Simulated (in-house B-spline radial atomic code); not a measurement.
Neutral bromine is squeezed into an impenetrable sphere of radius R (the orbitals vanish at R). No spin polarisation. Level of theory: non-relativistic LDA VWN5, spherical fractional occupations, point nucleus; calculated with an all-electron radial atomic-structure program (B-spline basis).

Energies in eV above the free atom in [Ar] 3d10 4s2 4p5:

```csv
R (bohr),highest level (eV),[Ar] 3d10 4s2 4p5,[Ne] 3s2 3p5 3d10 4s2 4p5 4f1,[Ar] 3d10 4s1 4p5 4d1,-dE/dV in [Ar] 3d10 4s2 4p5 (GPa)
9.63,-8.03,0.001098,185.8,23.5,0.00158
6.96,-7.92,0.06747,190,24.6,0.184
4.69,-6.16,2.296,200.9,29.75,14.3
4.4,-5.38,3.657,204.1,31.91,26.3
3.52,-0.268,15.76,223.7,48.13,187
3.07,5.78,34.62,248.5,70.92,565
2.68,15.4,70.7,292.4,112.3,1590
2.22,38.5,174.4,411.6,225.7,6270
1.64,124,647.2,927.9,716.1,52200
1.44,196,1098,1408,1170,126000
```

Problem. Does [Ne] 3s2 3p5 3d10 4s2 4p5 4f1 fall below [Ar] 3d10 4s2 4p5 under compression?

Solution. No, it stays above over the whole range.

Problem. Does [Ar] 3d10 4s1 4p5 4d1 fall below [Ar] 3d10 4s2 4p5 under compression?

Solution. No, it stays above over the whole range.

The highest level is first positive in the row R = 3.07 bohr, pushed up by confinement above the zero of the free ion's potential. Each configuration is held fixed and needn't be the lowest in the sphere.
